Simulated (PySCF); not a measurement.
Species: C7H7 (doublet state).
Bonds: C1–C2 (double), C2–C3, C3–C4, C4–C5 (double), C5–C6, C6–C7 (double), C1–C7. Hydrogens: H8 on C2; H9, H10 on C3; H11 on C4; H12 on C5; H13 on C6; H14 on C7.

The species is `[C]1=CCC=CC=C1` [radical].

Computed with UKS B3LYP, pcH-1 on C H, non-relativistic, mean-field spin-orbit, GIAO (PySCF 2.14.0). Geometry: GFN2-xTB, one conformer, isolated molecule. The geometry wasn't refined by DFT: couplings that depend on bond lengths, twists or pyramidal angles can differ widely from those at the functional's own minimum. Stability of the SCF solution: not tested. ⟨S²⟩ is 0.790 where a pure state has 0.75.

Problem. Predict the first-order ENDOR lines of H8, H14, H9/H10, H11, H12 and H13 under fast tumbling at B = 3347.9 mT (W band).

Solution. ν± = |νn ± a/2|, one line for each electron-spin manifold; νn = |g_N| × 7.62259 MHz/T × B.

| nuclei | isotope | g_N | νn (MHz) | a_iso (MHz) | lower line (MHz) | upper line (MHz) |
| --- | --- | --- | --- | --- | --- | --- |
| H8 | 1H | 5.5857 | 142.55 | 61.02 | 112.04 | 173.05 |
| H14 | 1H | 5.5857 | 142.55 | 48.03 | 118.53 | 166.56 |
| H9/H10 | 1H | 5.5857 | 142.55 | 16.44 | 134.32 | 150.77 |
| H11 | 1H | 5.5857 | 142.55 | -14.39 | 135.35 | 149.74 |
| H12 | 1H | 5.5857 | 142.55 | 14.32 | 135.38 | 149.71 |
| H13 | 1H | 5.5857 | 142.55 | -9.60 | 137.75 | 147.34 |

Problem. Which pairs are centred on the nuclear Larmor frequency, and which on half the coupling?

Solution. Centred on νn, since |a| < 2νn: H8, H14, H9/H10, H11, H12 and H13. No pair has |a| > 2νn.

Problem. At what field would the lower line of H13 fall to zero frequency?

Solution. Where νn = |a|/2, that is B = 4.80 MHz/(5.5857 × 7.62259 MHz/T) = 113 mT, as far as first order holds there.

Means are taken over nuclei equivalent by connectivity, which assumes that they swap fast.

The Mulliken spin populations are largest on C1 (+0.81), C6 (+0.36), C4 (+0.22) and C7 (-0.20). Three atoms exceed +0.15.
